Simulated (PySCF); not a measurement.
C5H7F, SMILES FC(=C)/C=C/C. Coordinates come from a PBE-D3(BJ)/def2-SVP optimisation. One conformer was computed; it need not be the lowest.

Computed equilibrium geometry at PBE-D3(BJ)/def2-SVP (PySCF confirms it by a frequency run) as bond lengths and angles, and its point group (one conformer of several):
point group Cs.
Atoms: C1 C2 F3 C4 C5 C6 H7 H8 H9 H10 H11 H12 H13. Bond lengths (Å): C1–C2 1.350, C1–H7 1.098, C1–H8 1.098, C2–F3 1.355, C2–C4 1.456, C4–C5 1.354, C4–H9 1.103, C5–C6 1.494, C5–H10 1.104, C6–H11 1.112, C6–H12 1.108, C6–H13 1.112. Bond angles (°): C2–C1–H7 119.9, C2–C1–H8 120.7, H7–C1–H8 119.4, C1–C2–F3 119.1, C1–C2–C4 126.5, F3–C2–C4 114.4, C2–C4–C5 124.2, C2–C4–H9 115.5, C5–C4–H9 120.4, C4–C5–C6 125.1, C4–C5–H10 117.6, C6–C5–H10 117.2, C5–C6–H11 111.1, C5–C6–H12 112.2, C5–C6–H13 111.1, H11–C6–H12 108.2, H11–C6–H13 105.8, H12–C6–H13 108.2.
Charge 0, spin multiplicity 1.
